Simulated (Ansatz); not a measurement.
Two structures of Si2NH6Cl3, singlet, reached by relaxing down either side of one saddle point (PBE0-D4/def2-TZVP). Energies are electronic, without zero-point energy. Ansatz 0.2.0; basis: def2-TZVPP and def2-QZVPP; cores frozen in the correlated methods. Extrapolation: Hartree–Fock as exp(−7.88 √X), correlation as X^−2.97. First:

```xyz
12
angstrom
Si -1.5114 0.1669 -0.0851
Si 0.0591 -1.2279 0.9287
Cl -1.4708 0.0810 -2.1369
Cl -3.4066 -0.4065 0.4627
Cl -1.3377 2.1364 0.4697
H 1.8292 1.4834 -0.0029
N 1.4564 0.8167 -0.6677
H 0.9268 -0.4603 1.8535
H -0.7052 -2.2241 1.7337
H 0.8409 -1.9655 -0.0918
H 2.2278 0.2573 -1.0112
H 1.0915 1.3427 -1.4527
```

Second:

Si1  (-1.030, 1.007, -1.223)
Si2  (0.699, -1.490, 1.971)
Cl3  (-2.356, 1.822, -2.545)
Cl4  (-1.512, -0.961, -1.053)
Cl5  (-1.279, 1.980, 0.542)
H6  (1.298, -0.474, 1.069)
N7  (0.589, 1.117, -1.663)
H8  (1.574, -1.670, 3.159)
H9  (-0.644, -1.041, 2.414)
H10  (0.582, -2.785, 1.253)
H11  (0.978, 0.518, -2.373)
H12  (1.100, 1.977, -1.551)
(Å)

(1) Which bonds change from the first to the second?

(2) Give the saddle point's structure and its height above each. (Judge from chemistry; the value comes from the calculation.)

The T1 diagnostic stays at or below 0.011. The start structure is not quite a true minimum (one mode of 28i cm⁻¹).

Results:

(1) Si₂H₃Cl₃ ([SiH3][Si]([Cl])([Cl])[Cl]) + NH₃ → SiNH₂Cl₃ ([NH2][Si]([Cl])([Cl])[Cl]) + SiH₄; bonds formed: Si1–N7, Si2–H6; bonds broken: Si1–Si2, H6–N7.

(2) Computed: 212.0 kJ/mol above the first and 260.5 kJ/mol above the second (CCSD(T) at an estimated basis limit (MP2 extrapolated from triple and quadruple zeta, plus CCSD(T) − MP2 in triple zeta)).
```
12
angstrom
Si -0.9074 0.5996 -0.5966
Si 0.4075 -1.1015 1.4161
Cl -1.7018 1.8073 -2.1007
Cl -1.8821 -1.1436 -1.0014
Cl -1.3060 1.7538 1.0328
H 0.9792 0.0277 -0.0958
N 0.8434 0.6814 -1.1128
H 1.3334 -0.6038 2.4886
H -0.9109 -1.2971 2.0892
H 0.8856 -2.4754 1.0517
H 1.0387 0.1306 -1.9462
H 1.2205 1.6210 -1.2250
```

Labels in which every atom is bracketed show which atoms are joined, not bond orders.

For scale, one of the runs: CCSD(T)/def2-TZVPP, 325 basis functions, launched by `ansatz run in.yaml --threads 4 --pin off --events-out ev --progress --plain --max-ram 66560MiB --backend cuda --devices 0, --max-vram 37GiB`. The run took 11 s on 4 CPU threads of an AMD EPYC 7R13 and a share of one NVIDIA H100 (shared host), with 0.82 GiB of host memory at its peak.
